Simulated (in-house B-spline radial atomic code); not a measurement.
A fraction x of an electron is removed from 4d in Cd2+, starting from [Kr] 4d10 and keeping the highest spin. All numbers are computed (non-relativistic BHandHLYP, spin-polarised, spherical fractional occupations; point nucleus) with an all-electron radial atomic-structure program (B-spline basis), not measured.

Caution: exact exchange at fractional occupations of open shells leaves self-interaction of up to several eV.

| x | E(x) - E(0) (eV) | 4d down level (eV) |
| --- | --- | --- |
| 0 | 0.0000 | -35.230 |
| 0.06 | 2.1371 | -36.008 |
| 0.18 | 6.5520 | -37.577 |
| 0.35 | 13.1309 | -39.827 |
| 0.48 | 18.4214 | -41.568 |
| 0.5 | 19.2554 | -41.838 |
| 0.59 | 23.0756 | -43.056 |
| 0.74 | 29.6873 | -45.104 |
| 0.75 | 30.1390 | -45.241 |
| 0.93 | 38.5060 | -47.731 |
| 1 | 41.8813 | -48.707 |

The exact functional would give a straight line between the two integer points. Deviations E(x) - E(0) - x[E(1) - E(0)], in eV: -0.376 at x = 0.06, -0.987 at x = 0.18, -1.528 at x = 0.35, -1.682 at x = 0.48, -1.685 at x = 0.5, -1.634 at x = 0.59, -1.305 at x = 0.74, -1.272 at x = 0.75, -0.444 at x = 0.93.

The curve lies below the straight line by up to 1.685 eV (at x = 0.5): convex, the delocalisation error, to which spherically averaged exact exchange adds.

Problem. How well does Slater's transition state (minus the level at half occupation) give the ionisation energy?

Solution. It gives 41.838 eV against 41.881 eV from the two total energies; NIST lists 37.47 eV, ground level to ground level. The end point has an open shell averaged over its orbitals, so its exact exchange keeps a self-interaction and this is no true integer point.
